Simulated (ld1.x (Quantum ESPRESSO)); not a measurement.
# What the settings do to the TM potential of iron

Base potential:

* Element: Fe
* Generator: ld1.x (Quantum ESPRESSO) 7.5
* Type: norm-conserving Troullier–Martins (Kleinman–Bylander form)
* Functional: LDA (PZ)
* Relativity: scalar-relativistic
* Frozen core: [Ne]
* Valence charge: 16
* Reference configuration: 3s2 3p6 3d7 4s1 4p0
* Partial waves: 3s (bound): rc 1.10 bohr; 3p (bound): rc 0.85 bohr; 3d (bound): rc 1.55 bohr
* Local potential: the d channel
* Core correction: Bessel-smoothed model core inside 0.70 bohr

Occupied shells without a wave of their own: 4s. They enter only through the test configuration that unscreens the potential, and ld1.x also counts them in the model core charge.

Cutoffs, loose and tight: the cutoffs (Ry, on a coarse ladder) from which the occupation-weighted sum of valence levels, in a spherical-Bessel basis at the reference potential, stays within 10 and 1 mRy of its value at 400 Ry. They do not see the model core or the augmentation charge, which bear on the density cutoff. Test errors are all-electron minus pseudo excitation energies from the reference, over the configurations 3s2 3p6 3d6 4s2 4p0; 3s2 3p6 3d6 4s1 4p0; 3s2 3p6 3d6 4s0 4p0; 3s2 3p6 3d4 4s0 4p0; 3s2 3p6 3d6 4s1 4p1; 3s2 3p6 3d5 4s2 4p1; 3s2 3p6 3d6 4s0 4p1 (two spin-polarised tests are not counted in the largest error). A dash means not determined; rows that change the core or the reference have their own tests.

With those shells counted twice in exchange and correlation these files are broken, and their errors move erratically; no question is asked of them.

| change | outcome | cutoff, loose | cutoff, tight | bound ghosts | largest test error (meV) |
| --- | --- | --- | --- | --- | --- |
| base | generated | 140 Ry | 260 Ry | none | -1192 |
| all radii but the core radius scaled by about 1.33 (s 1.46, p 1.14, d 2.06 bohr) | generated, misses its reference levels by 0.84 eV | 70 Ry | 140 Ry | none | -6451 |
| reference 3s2 3p6 3d6 4s2 4p0 | generated | 140 Ry | 260 Ry | none | -1598 |
| functional PBEsol | generated | 140 Ry | 260 Ry | none | -1154 |
| wave 3d (bound): rc 1.55 bohr becomes 3d (bound): rc 1.56 bohr | generated | 140 Ry | 260 Ry | none | -1192 |
| wave 3s (bound): rc 1.10 bohr becomes 3s (bound): rc 1.40 bohr | generated, misses its reference levels by 0.50 eV | 140 Ry | 230 Ry | none | -3765 |
| wave 3p (bound): rc 0.85 bohr becomes 3p (bound): rc 0.72 bohr | generated | 140 Ry | 260 Ry | none | -1192 |
| core correction Bessel-smoothed model core inside 0.56 bohr | generated | 140 Ry | 260 Ry | none | -1193 |
